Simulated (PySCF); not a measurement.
Correlation energy of Cu- (copper, charge -1)

[Ar] 3d10 4s2, closed-shell 1S. All numbers are calculated (PySCF 2.14, the non-relativistic Hamiltonian (point nucleus), in def2-TZVPPD). Frozen: [Ar]; 12 electrons correlated.

MP2 pair energies summed by pair of shells (mhartree):

```tsv
pair	energy	share (%)
3d-3d	-464.40	90.2
3d-4s	-31.23	6.1
4s-4s	-19.17	3.7
```

Total MP2 correlation energy: -514.80 mhartree.

Same-spin part -184.72 and opposite-spin part -330.08 mhartree; SCS-MP2 scales them by 1/3 and 6/5 to -457.67 mhartree.

MP2 falls well short for the outer s pair, which is nearly degenerate with np².
